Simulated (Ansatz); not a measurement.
Mulliken charges of CH$_{6}$INSi (`C[SiH](N)I`) from ωB97M-V/def2-TZVPP in Ansatz (PBE0-D4/def2-TZVP geometry).

```
atom   x (Å)   y (Å)   z (Å)  charge (e)
  C1  -0.715   1.219  -0.043      -0.437
 Si2  -0.069  -0.487  -0.380       0.398
  N3   1.481  -0.677   0.313      -0.345
  I4  -1.760  -2.082   0.489      -0.223
  H5  -0.798   1.393   1.033       0.125
  H6  -0.041   1.966  -0.468       0.130
  H7  -1.707   1.345  -0.480       0.132
  H8   0.045  -0.812  -1.820      -0.020
  H9   2.023  -1.495   0.082       0.120
 H10   1.624  -0.422   1.278       0.118
```

By hand: the dipole of these point charges (1 e Å = 4.8032 D).

Σ q r = (0.270, 0.366, -0.148) e Å, of length 0.478 e Å = 2.30 D.

How does the dipole of the full density compare? (An estimate is asked.)

Ansatz gave: (0.390, 0.274, 0.074) e Å, 2.32 D; the point charges give 0.99 times that, at 32° from its direction.

Point charges leave out the atoms' own dipoles, such as those of lone pairs, and Mulliken's split depends on the basis, so the two needn't agree.
